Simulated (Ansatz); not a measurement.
Z-matrix (Å, degrees):
```
C
C 1 1.520
H 1 1.092 2 111.2
H 1 1.092 2 111.9 3 -121.2
H 1 1.091 2 110.4 3 119.5
C 2 1.512 1 114.5 3 54.0
H 2 1.094 1 110.1 3 -66.3
H 2 1.093 1 110.7 3 176.1
C 6 1.516 2 114.3 1 57.5
F 6 1.385 2 110.0 1 -62.0
H 6 1.095 2 110.8 1 179.3
F 9 1.357 6 109.3 2 54.0
F 9 1.352 6 109.8 2 171.8
H 9 1.094 6 113.0 2 -67.4
```

Charge 0, multiplicity 1.

(1) List the PBE/def2-TZVPP orbital energies in eV (Ansatz). (Best estimate.)

Results:

(1) Ansatz gave: Occupied: -660.55, -660.42, -659.99, -273.20, -271.37, -269.39, -268.98, -31.67, -30.21, -30.02, -20.28, -18.33, -16.66, -14.99, -13.95, -13.69, -13.25, -12.14, -11.67, -11.06, -10.30, -10.10, -9.71, -9.48, -9.36, -9.17, -8.61, -8.12, -7.58. Lowest empty: 0.43, 0.50, 0.83, 1.63, 1.93, 2.14, 2.34, 2.44.
